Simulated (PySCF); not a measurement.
Geometry:
```csv
atom,x (Å),y (Å),z (Å)
C1,-4.297,0.909,-0.376
C2,-2.900,0.601,-0.125
C3,-1.729,0.352,0.082
C4,-0.366,0.049,0.331
C5,0.188,-0.908,1.254
C6,1.551,-0.852,1.154
N7,1.898,0.106,0.204
Si8,3.536,0.559,-0.326
C9,0.731,0.625,-0.271
F10,0.789,1.562,-1.198
H11,-4.397,1.867,-0.911
H12,-4.863,0.993,0.565
H13,-4.779,0.132,-0.990
H14,-0.388,-1.555,1.911
H15,2.321,-1.409,1.681
H16,4.443,-0.258,0.523
H17,3.714,0.233,-1.767
H18,3.752,2.014,-0.100
```

Non-relativistic Hamiltonian, fast rotation and ring inversion assumed for equivalent nuclei, gas phase, a single conformation. PBE0-D3(BJ)/def2-SVP structure; PBE0/pcSseg-1 with gauge-including orbitals; PySCF.

Chemical shifts δ = σref − σ; TMS for ¹³C and ¹H and ²⁹Si; ¹⁵N vs NH3; ¹⁹F against CFCl3, all at this level.

```csv
atoms,nucleus,count,Hirshfeld charge,δ (ppm)
F10,¹⁹F,1,-0.06,-134.7
C6,¹³C,1,-0.04,117.3
C4,¹³C,1,-0.05,?
Si8,²⁹Si,1,0.38,-49.2
H11/H12/H13,¹H,3,0.06,2.12
H14,¹H,1,0.06,6.28
C3,¹³C,1,-0.08,?
N7,¹⁵N,1,-0.12,?
C9,¹³C,1,0.12,160.8
C1,¹³C,1,-0.10,5.7
C2,¹³C,1,-0.05,94.5
H15,¹H,1,0.06,?
C5,¹³C,1,-0.08,121.0
H16/H17/H18,¹H,3,-0.06,4.90
```

Q: Estimate the values marked ?.

A: 
- C4: 91.9 ppm, substituted aromatic carbon
- C3: 75.6 ppm, alkyne carbon; sp carbons lie upfield of alkene carbons because the cylindrical π system leaves one tensor component strongly shielded
- H15: 5.93 ppm, hydrogen on an aromatic CH next to a ring nitrogen
- N7: 153.1 ppm, pyrrole-type ring nitrogen

Shifts are as computed. Against solution values, carbons near 30 ppm lie about +2 ppm off and those near 130 ppm about +5 ppm. Of 1211 compounds with measured shifts, 218 miss one by over three times the rms of a fit or turn the order of signals round; such compounds aren't used in these exercises. Unscaled 19F shifts against computed CFCl3 carry errors that often reach 10 to 50 ppm. Experimental scales use liquid or dissolved standards, which lie at an offset from isolated NH3 (liquid NH3: subtract about 20 ppm). Unscaled 15N shifts of sp2 nitrogen come out 20 to 40 ppm too high even then.
